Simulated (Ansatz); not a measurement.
CH8Si2, triplet, at the geometry of the source list (a higher spin typed on purpose: for a closed-shell molecule this is an excited state); MP2/6-31G* (Ansatz, an electronic-structure program).

The Ansatz input:
Ansatz 0.2 input:
```yaml
crystal:
  periodic: [false, false, false]
  atoms:
    - {symbol: Si, position_ang: [1.44550000, 0.72650000, 0.01360000]}
    - {symbol: C, position_ang: [0.23090000, -0.72850000, -0.12920000]}
    - {symbol: Si, position_ang: [-1.59710000, -0.24800000, 0.07130000]}
    - {symbol: H, position_ang: [2.82320000, 0.25020000, -0.15520000]}
    - {symbol: H, position_ang: [1.15270000, 1.71520000, -1.02630000]}
    - {symbol: H, position_ang: [1.31490000, 1.34820000, 1.33300000]}
    - {symbol: H, position_ang: [0.48530000, -1.47850000, 0.62030000]}
    - {symbol: H, position_ang: [0.36710000, -1.21120000, -1.09740000]}
    - {symbol: H, position_ang: [-1.96900000, 0.71540000, -0.96690000]}
    - {symbol: H, position_ang: [-1.80660000, 0.34830000, 1.39230000]}
    - {symbol: H, position_ang: [-2.44690000, -1.43760000, -0.05530000]}
basis:
  gaussian:
    orbitals: 6-31G*
magnetization: {spin_polarized: true, initial_magnetization: 2}
correlation: {method: mp2, electrons: outside_noble_gas}
accuracy: high
```

### Question
Write the output that Ansatz gives for this input, abridged.

### Answer

```
Functional definition: HF
1635 factors; integrals over basis functions are off by at most 3.8e-9 eV
mean field evaluation 1: about -16870.0202 eV, gradient 1.4e1 eV
mean field evaluation 2: about -16870.0940 eV, gradient 1.4e1 eV
mean field evaluation 4: about -16872.1985 eV, gradient 2.5e0 eV
mean field evaluation 8: about -16872.4204 eV, gradient 3.3e-1 eV
mean field evaluation 16: about -16872.4253 eV, gradient 2.8e-3 eV
mean field evaluation 32: about -16872.4581 eV, gradient 2.8e-6 eV
mean field evaluation 64: about -16872.3720 eV, gradient 1.2e0 eV
mean field evaluation 96: about -16871.1654 eV, gradient 9.4e-3 eV
mean field evaluation 128: about -16871.8335 eV, gradient 4.7e0 eV
mean field evaluation 160: about -16872.4253 eV, gradient 1.5e-4 eV
mean field -16872.45810552 eV, -620.0513988151 hartree, gradient 9.0e-8 eV, S^2 2.013536; 14 other end points of the search recorded, 0 dependent functions left out
11 core orbitals not correlated
reference -16872.45810552 eV, -620.0513988151 hartree; 11, 9 occupied and 47, 49 virtual orbitals, 1635 factors
second order -7.76294999 eV of doubles, -0.00000000 eV of singles
Total energy: -16880.22105551 eV, -620.3366819653 hartree
```
